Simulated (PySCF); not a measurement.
Species: C₅H₁₀NOP.
Structure used (GFN2-xTB), in Å, numbered top down from 1:
```
atom  x, y, z in Å
N1     2.4004   -0.8500    0.8052
P2     0.7325   -0.7197    1.0827
C3    -0.0078   -1.2652   -0.5496
C4    -1.4341   -0.7332   -0.6912
C5    -1.4346    0.7775   -0.7638
O6    -1.8204    1.3795   -1.7339
C7    -0.8898    1.4714    0.4638
C8     0.5734    1.0928    0.6961
H9     2.8156   -1.6823    1.2011
H10    2.6983   -0.7343   -0.1582
H11    0.6147   -0.9052   -1.3773
H12   -0.0192   -2.3584   -0.5845
H13   -2.0220   -1.0454    0.1751
H14   -1.9002   -1.1297   -1.5967
H15   -0.9869    2.5515    0.3304
H16   -1.4826    1.1685    1.3308
H17    0.9750    1.6556    1.5418
H18    1.1789    1.3329   -0.1835
```

Computed at PBE0/pcSseg-1 (PySCF, non-relativistic), with Q(14N) = 0.02044 b, Q(17O) = −0.0256 b: N1, 14N (I = 1): χzz = -4.902 MHz, η = 0.085; O6, 17O (I = 5/2): χzz = 12.42 MHz, η = 0.514.

Q: Where would the pure quadrupole (NQR) lines of 14N at N1 fall for the rigid, isolated species?

A: From ν± = (3/4)|χ|(1 ± η/3) and ν0 = |χ|η/2: ν+ 3.780 MHz, ν− 3.572 MHz, ν0 0.208 MHz (nitrogen bonded to P and 2 H).

Q: Where would the pure quadrupole (NQR) lines of 17O at O6 fall for the rigid, isolated species?

A: From the eigenvalues of H = χ/[4I(2I − 1)] × [3Iz² − I(I + 1) + η(Ix² − Iy²)], steps between neighbouring levels, labelled as for η = 0: ±1/2↔±3/2 2.336 MHz, ±3/2↔±5/2 3.560 MHz (ketone oxygen).

In a crystal, neighbours and librations shift these lines. GFN2-xTB bond lengths can be off by several hundredths of an ångström, more for odd bonds, and the gradients follow them. These gradients aren't converged with respect to the basis.

These values come from a run that also computed NMR shieldings. On Arm Neoverse V2, one thread, no GPU, shared host with 32 logical CPUs at a one-minute load of 17, this took 35 s (grids of density and orbitals included) and 0.90 GiB of memory at its peak.

One conformer stands for the species.
